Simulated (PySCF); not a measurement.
Potential energy of TeCl along the bond

Set-up: Te cc-pVTZ-PP with ECP28, Cl cc-pV(T+d)Z; scalar-relativistic core potentials (PySCF 2.14). Energies in eV from Te + Cl in their ground configurations at the same level. State: ²Π (doublet), unpaired electrons π ↑.

```
R (Å)    PBE0
1.999  -1.480
2.092  -2.230
2.185  -2.627
2.254  -2.761
2.324  -2.793
2.394  -2.751
2.487  -2.611
2.603  -2.353
2.742  -1.979
2.928  -1.457
```

Problem. Put a parabola through the three lowest points of the PBE0 curve and estimate Re, k and ωe (reduced mass 27.55 u; 1 eV/Å² = 0.16022 mdyn/Å; ωe = 1302.8·√(k/μ) cm⁻¹).

Solution. Through R = 2.254, 2.324, 2.394 Å the second-order coefficient is 7.55 eV/Å², so Re ≈ 2.319 Å, k ≈ 2.42 mdyn/Å and ωe ≈ 386 cm⁻¹. A polynomial fit of higher order to the unrounded PBE0 energies gives Re = 2.316 Å, k = 2.55 mdyn/Å, ωe = 396 cm⁻¹; anharmonicity and rounding make the difference.

The higher-order fit for each curve: PBE0: Re = 2.316 Å, ωe = 396 cm⁻¹, De = 2.79 eV.

Spin–orbit coupling is left out, which matters for elements this heavy, above all for dissociation energies. The state is the lowest determinant that a PBE0 search found; another state may lie lower at other levels.
